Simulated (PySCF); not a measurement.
A parent and its derivatives

Method: TDDFT B3LYP/def2-SVPD, vertical, gas phase, core orbitals frozen in the response in PySCF. Geometries: GFN2-xTB; one conformer of each isolated species. Triplets are in the Tamm–Dancoff approximation. 'Strongest' means the level of largest summed f among the lowest 8 singlets; it needn't be the same kind of state in each.

Parent: `C#C[Si](C)(C)N`, with lowest singlet excitation energy 6.15 eV, S1–T1 gap 1.04 eV, energy of the strongest computed level 7.39 eV, HOMO–LUMO gap 7.20 eV, mean static polarisability 81.0 au. Its spectrum: 202 nm (f 0.000); 201 nm (f 0.043); 198 nm (f 0.000); 192 nm (f 0.023); 183 nm (f 0.014).

Shifts from the parent:

```tsv
change	SMILES	Δ S1 (eV)	Δ S1−T1 (eV)	Δ strongest (eV)	Δ gap (eV)	Δ α (au)
CH2 replaced by C=O	C#C[Si@@](C)(N)C=O	-2.99	-0.37	-1.40	-2.40	+2.1
terminal N group replaced by H	C#C[SiH](C)C	+0.03	+0.03	+0.42	+0.53	-7.1
```

**Question.** Predict the same shifts for this change: Si replaced by C (`C#CC(C)(C)N`).

**Answer.** Δ lowest singlet excitation energy +0.04 eV, Δ S1–T1 gap -0.31 eV, Δ energy of the strongest computed level -0.37 eV, Δ HOMO–LUMO gap -0.04 eV, Δ mean static polarisability -12.3 au. Spectrum: 200 nm (f 0.017); 189 nm (f 0.000); 186 nm (f 0.027); 184 nm (f 0.001); 177 nm (f 0.054). S1 falls most with CH2 replaced by C=O (-2.99 eV), and it rises most with terminal N group replaced by H and Si replaced by C (+0.04 eV). S1 is simply the lowest singlet of each species and needn't be the same kind of state throughout.
